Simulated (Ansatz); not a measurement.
A set of 12 reactions (hydrogen abstraction), with CCSD(T)/CBS values in kJ/mol:

| reaction | ΔE |
| --- | --- |
| `[LiH]` + Cl• → Li• + HCl | -204.1 |
| `C[SiH2]O` + `[SiH3]`• → `C[SiH]O`• + SiH₄ | 6.1 |
| `ClBBr` + Cl• → `Cl[B]Br`• + HCl | 8.5 |
| `[NH2][InH][Cl]` + H• → `[NH2][In][Cl]`• + H₂ | -147.3 |
| `FC(F)(F)S` + `[CH3]`• → `FC(F)(F)[S]`• + CH₄ | -68.3 |
| `N[SiH](O)Cl` + `[CH3]`• → `[NH][SiH](O)Cl`• + CH₄ | 35.6 |
| `N[SiH](O)Cl` + F• → `N[Si](O)Cl`• + H–F | -176.6 |
| `O[SiH](O)F` + `[SiH3]`• → `O[Si](O)F`• + SiH₄ | 30.3 |
| `[CH3][Ga]([CH3])[F]` + `[SiH3]`• → `[CH2][Ga]([CH3])[F]`• + SiH₄ | 43.9 |
| `O[SiH](Cl)O[SiH2]Cl` + `[OH]`• → `O[SiH](Cl)O[SiH]Cl`• + H₂O | -109.5 |
| `[CH3][Ga]([CH3])[F]` + F• → `[CH2][Ga]([CH3])[F]`• + H–F | -145.2 |
| `FC(F)(F)S` + F• → `FC(F)(F)[S]`• + H–F | -192.0 |

Program: Ansatz. Geometries: PBE0-D4/def2-TZVP. ΔE: electronic, gas phase. CCSD(T)/CBS adds triple-zeta CCSD(T) − MP2 to the extrapolated MP2 energy (def2 sets, frozen cores). This one scheme is used for every species, atoms too. Functionals use def2-TZVPP. B3LYP here is the variant with VWN-RPA as its local correlation; programs differ in this. Open shells (•) are unrestricted, without spin–orbit coupling. Spin–orbit coupling would lower the free atoms: a little for Cl, F. def2 core potentials past Kr. Bonds to Br, Ga, In, Li are less sure, by a few kJ/mol each and by 10 to 20 or more in all where they break to atoms, as the def2 sets lack core-valence functions. Scalar relativity is left out up to krypton. One conformer a species, not always the lowest.

Q: Give the mean, mean absolute and largest difference (level minus CCSD(T)/CBS, kJ/mol) for: r2SCAN-D4, PBE0-D4, B3LYP-D4, ωB97X-V, ωB97M-V, B2PLYP, PBE, PBE0, MP2/def2-TZVPP, CCSD/def2-TZVPP, HF/def2-QZVPP, MP2/def2-QZVPP, HF/CBS(def2), CCSD/CBS(def2). (Estimate.)

A: The calculation gave: 
| level | mean | mean absolute | largest |
| --- | --- | --- | --- |
| r2SCAN-D4 | -4.8 | 6.7 | -19.9 |
| PBE0-D4 | -1.3 | 6.3 | -15.6 |
| B3LYP-D4 | -2.1 | 6.7 | -23.3 |
| ωB97X-V | 3.7 | 8.2 | 15.5 |
| ωB97M-V | 4.4 | 6.3 | 14.3 |
| B2PLYP | -0.7 | 4.1 | -10.8 |
| PBE | -12.6 | 14.7 | -31.8 |
| PBE0 | -1.9 | 6.5 | -16.0 |
| MP2/def2-TZVPP | -3.7 | 9.3 | -25.1 |
| CCSD/def2-TZVPP | 5.8 | 8.1 | 21.7 |
| HF/def2-QZVPP | 31.3 | 39.5 | 107.9 |
| MP2/def2-QZVPP | -5.8 | 11.7 | -23.9 |
| HF/CBS(def2) | 31.2 | 39.4 | 107.6 |
| CCSD/CBS(def2) | 2.5 | 3.3 | 8.3 |

The largest T1 diagnostic in the set is 0.019, for `[NH2][In][Cl]`• (customary mark 0.045).

CCSD(T)/CBS is a level of theory with its own doubt, and the functionals carry their triple-zeta basis error, so these figures describe this set and don't rank the functionals.
